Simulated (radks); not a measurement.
The numbers below are computed, except where a source is named.
Removal energies from the magnesium ion Mg7+, [He] 2s2 2p(1/2: 1, 3/2: 0), by Delta-SCF beside the eigenvalue of the level emptied. Code: a radial shooting solver on a logarithmic mesh with Libxc functionals. Model: Dirac Kohn-Sham, relativistic LDA (MacDonald-Vosko exchange, VWN5 correlation), spin-unpolarised, spherical densities, finite nucleus; Fermi nuclear charge, rms radius of each element as measured or else 0.836 A^(1/3) + 0.57 fm. Sub-shells are occupied by j as written (lower j first in brackets).

| removed from | final configuration | Delta-SCF (eV) | -eigenvalue (eV) |
|---|---|---|---|
| 2p1/2 | [He] 2s2 | 264.86 | 243.58 |
| 2s1/2 | [He] 2s1 2p(1/2: 1, 3/2: 0) | 287.18 | 268.52 |
| 1s1/2 | 1s1 2s2 2p(1/2: 1, 3/2: 0) | 1585.5 | 1504.2 |
